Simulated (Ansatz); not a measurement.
BH₃Se (`B[SeH]`), relaxed with RKS PBE-D4/def2-SVP in Ansatz from a rough embedded geometry. The force threshold is 0.03 eV/Å; the program also tests the step.

Total charge 0; spin multiplicity 1.

Start:

```xyz
5

B    -0.129    0.644   -0.173
Se    1.161   -0.789    0.421
H    -0.376    0.720   -1.391
H    -0.685    1.262    0.633
H     0.028   -1.838    0.510
```

Task: How much energy does the relaxation release, and in how many steps? (Estimate.)

Result: Ansatz gave: 103.83 kJ/mol, in 10 steps, 1 of them rejected.

Task: Which bonds change most? (Estimate.)

Result: The calculation gave: B1–Se2 from 2.017 to 1.908 Å; Se2–H5 from 1.546 to 1.488 Å; B1–H4 from 1.158 to 1.213 Å; B1–H3 from 1.245 to 1.210 Å.

Task: Give the relaxed structure. (Estimate.)

Result: Ansatz gave: 
```xyz
5

B    -0.224    0.595   -0.074
Se    0.691   -0.785    0.875
H    -0.715    0.391   -1.162
H    -0.270    1.667    0.492
H     0.517   -1.868   -0.130
```
